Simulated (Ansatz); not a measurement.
Basis-set extrapolation for F₂H₂O₂Si, SMILES `O[Si](O)(F)F` (PBE0-D4/def2-TZVP geometry, frozen core, Ansatz 0.2.0). Multiplicity 1, RHF reference.

```json
{"": "HF", "def2-TZVPP": "-639.145704", "def2-QZVPP": "-639.172957"}
{"": "MP2 correlation", "def2-TZVPP": "-1.086867", "def2-QZVPP": "-1.185703"}
{"": "CCSD(T) correlation", "def2-TZVPP": "-1.126767", "def2-QZVPP": "not run"}
```

Energies in hartree. Use E(X) = E(∞) + A·exp(−7.88·√X) for Hartree–Fock and E(X) = E(∞) + B·X^(−2.97) for correlation, with X = 3 and 4, and add CCSD(T) minus MP2 of the smaller set to the MP2 limit.

Task: What is the CCSD(T) energy at the basis-set limit?

Result: HF limit: -639.172957 + (-0.027253) × 0.13774 = -639.17671. MP2 limit: -1.185703 + (-0.098836) × 0.74074 = -1.25891. Higher-order term: -1.126767 − (-1.086867) = -0.03990. Total: -640.47552 hartree, 5.53 eV below CCSD(T)/def2-TZVPP.
